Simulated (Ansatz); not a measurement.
Geometry optimisation, RKS PBE0/def2-SVP (Ansatz).

Input:

```yaml
crystal:
  periodic: [false, false, false]
  atoms:
    - { symbol: O, position_ang: [-0.1485, 1.3544, 0.7275] }
    - { symbol: C, position_ang: [0.3621, 0.1251, 0.6798] }
    - { symbol: C, position_ang: [0.3103, -0.5955, -0.4489] }
    - { symbol: Cl, position_ang: [1.1324, -2.1872, -0.4568] }
    - { symbol: Se, position_ang: [-0.4626, 0.0665, -2.0624] }
    - { symbol: H, position_ang: [-0.1762, 1.9609, 1.5669] }
    - { symbol: H, position_ang: [0.8534, -0.2695, 1.5796] }
    - { symbol: H, position_ang: [-1.7786, -0.5119, -1.6415] }
basis:
  gaussian: { orbitals: def2-SVP }
hamiltonian:
  xc: pbe0
relax:
  f_tol: 0.02
  max_steps: 50
```

Launched with:

```bash
$ ansatz run input.yaml --threads 2 --pin off --max-ram 3072MiB --backend cpu --events-out ev --progress --plain --runs-dir out
```

Q: Where does it end, and by what steps?

A: The run converged. After 14 steps the energy has fallen by 0.405 eV; H8 moved furthest, 0.71 Å.

```tsv
step	energy less start (eV)	largest force component (eV/Å)	accepted
0	0.0000	2.693	yes
1	-0.2450	1.110	yes
2	-0.3427	0.677	yes
3	-0.3749	0.268	yes
4	-0.3805	0.124	yes
5	-0.3825	0.119	yes
6	-0.3894	0.193	yes
7	-0.4001	0.079	yes
8	-0.4011	0.182	yes
9	-0.4038	0.112	yes
10	-0.4043	0.030	yes
11	-0.4048	0.064	yes
12	-0.4052	0.069	yes
13	-0.4052	0.087	yes
14	-0.4054	0.011	yes
```

```xyz
8
Properties=species:S:1:pos:R:3
O -0.094 1.494 0.830
C 0.371 0.239 0.713
C 0.181 -0.505 -0.389
Cl 0.835 -2.111 -0.441
Se -0.674 0.181 -1.937
H 0.078 1.818 1.719
H 0.942 -0.178 1.551
H -1.547 -0.994 -2.102
```

Whether the end is a true minimum wasn't checked by a vibrational analysis.

Time of the run: 45 s on 2 threads of Intel(R) Xeon(R) Platinum 8488C (Sapphire Rapids), on a shared host, peak memory 0.27 GiB.
